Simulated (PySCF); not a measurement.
Computed IR spectrum (relative IR intensity) of a molecule C₆H₈. The structure is a stationary point at B3LYP-D3(BJ)/def2-SVP. Other conformers were not sampled. These are B3LYP-D3(BJ)/def2-SVP (PySCF) values and carry that method's errors. No scaling factor is applied to the harmonic values.

```tsv
ν (cm⁻¹)	relative intensity
252	2.7
516	17
684	50
694	47
752	2.7
942	2.8
1269	2.0
1354	8.5
1453	2.2
1459	3.6
2223	9.8
3044	12
3058	43
3063	70
3067	5.1
3112	12
3127	14
3133	61
3472	100
```

**Question.** Identify the compound among the candidates.
A) C=C=C/C=C/C
B) C#CC1CCC1
C) C#CCCC=C
D) C#CC(=C)CC

**Answer.** B, C#CC1CCC1
